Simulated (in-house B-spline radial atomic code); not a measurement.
K. Computed with a B-spline radial atomic code. Model: non-relativistic spherical atom: semilocal Troullier-Martins pseudo-atom, one channel per l, against all electrons, high spin, G0W0 and RPA with empty states to l = 8, local potential for every l without a channel, a model core (radius 0 = none) keeps its share of the functional.

What the tables leave out is listed at the end.

The pseudopotential gives back the lowest level of each angular momentum of its own functional in the configuration it was made in; a second state of the same l is only approximately right. Exact exchange, RPA and GW see the smooth pseudo-orbitals and miss the exchange with the core, for which the functional's share stands in. The column with an uncorrelated core keeps all orbitals and exact exchange, and so separates missing core correlation from pseudisation. Only the three outermost levels and the lowest empty one were computed. RPA here is direct RPA, with no exchange kernel, and its energies carry an (l + 1/2)⁻⁴ tail. A hybrid on a potential with a model core restores only its own semilocal share of the core's exchange.

Command:
```bash
python run_psgw.py task.json out
```
Settings (lengths in bohr, energies in hartree):
```
Z                      19
electrons              19
configuration          [Ar] 4s1
generated_in           [Ar] 4s1
functional             lda,vwn
core_shells            3
radius_factor          0.9
core_correction        True
ion_configuration      [Ne] 3s2 3p6
```

Cost of the run: 44 s on 1 thread of Arm Neoverse N1 (shared host).

Given: made with LDA VWN5; model core radius 0.671 bohr; local radius 0.984 bohr; mean-field start LDA VWN5.

Valence shells of the generating configuration: 3s, 3p, 4s.

Channel: s 0.974, p 1.042 (radii in bohr).

Computed: largest level miss in the spin-unpolarised generating configuration 0.012 eV; valence RPA correlation energy all-electron orbitals -0.47781 hartree; valence RPA correlation energy pseudo -0.4823 hartree; all-electron RPA polarisability, core included 149.15 bohr³; ionisation by mean-field pseudo minus all 0.02 eV; ionisation by RPA all-electron 4.7723 eV; ionisation by RPA pseudo minus all 0.002 eV.

```csv
level,occupied,mean-field all-electron (eV),mean-field pseudo minus all (eV),G0W0 all-electron (eV),G0W0 uncorrelated core minus all (eV),G0W0 pseudo minus all (eV),exchange self-energy all-electron (eV),exchange self-energy pseudo (eV)
4s up,1,-2.6178,-0.012,-4.4933,0.006,-0.02,-5.928,-5.7223
4s down (empty),0,-2.0223,-0.012,-0.71086,0.006,-0.003,-0.7912,-0.58299
```

**Question.** What is the pseudo-atom RPA polarisability?

**Answer.** 147.74 bohr³.

**Question.** What is the ionisation by mean-field all-electron?

**Answer.** 4.5314 eV.

Given: mean-field start PBE0.

Computed: valence RPA correlation energy pseudo -0.44603 hartree; pseudo-atom RPA polarisability 131.86 bohr³; ionisation by mean-field all-electron 4.3765 eV; ionisation by mean-field pseudo minus all 0 eV; ionisation by RPA all-electron 4.6574 eV; ionisation by RPA pseudo minus all -0.004 eV.

```json
{"level": "4s up", "occupied": "1", "mean-field all-electron (eV)": "-2.9886", "mean-field pseudo minus all (eV)": "-0.002", "G0W0 all-electron (eV)": "-4.5761", "G0W0 uncorrelated core minus all (eV)": "0.006", "G0W0 pseudo minus all (eV)": "0", "exchange self-energy all-electron (eV)": "-5.6377", "exchange self-energy pseudo (eV)": "-5.4466"}
{"level": "4s down (empty)", "occupied": "0", "mean-field all-electron (eV)": "-1.0057", "mean-field pseudo minus all (eV)": "-0.004", "G0W0 all-electron (eV)": "-0.36394", "G0W0 uncorrelated core minus all (eV)": "0.007", "G0W0 pseudo minus all (eV)": "-0.004", "exchange self-energy all-electron (eV)": "-0.76724", "exchange self-energy pseudo (eV)": "-0.56522"}
```

**Question.** What is the all-electron RPA polarisability, core included?

**Answer.** 131.32 bohr³.

**Question.** What is the valence RPA correlation energy all-electron orbitals?

**Answer.** -0.44037 hartree.

Among the listed levels the largest G0W0 shift of the pseudo-atom is -0.02 eV, for 4s up on the LDA VWN5 start, while leaving the core uncorrelated moves that level by +0.01 eV. The rest, -0.03 eV, comes from pseudisation and the lost core exchange. Not in the tables (levels of low weight, unsolved or above zero; the highest and the empty levels are kept at any weight): on LDA the G0W0 levels 3p down (pseudo minus all -0.03 eV, weights 0.07 and 0.09), 3p up (pseudo minus all -0.04 eV, weights 0.07 and 0.09); on PBE0 the G0W0 levels 3p down (pseudo minus all -0.01 eV, weights 0.08 and 0.08), 3p up (pseudo minus all -0.01 eV, weights 0.08 and 0.08); no Hartree-Fock pseudo-atom is run with a model core.
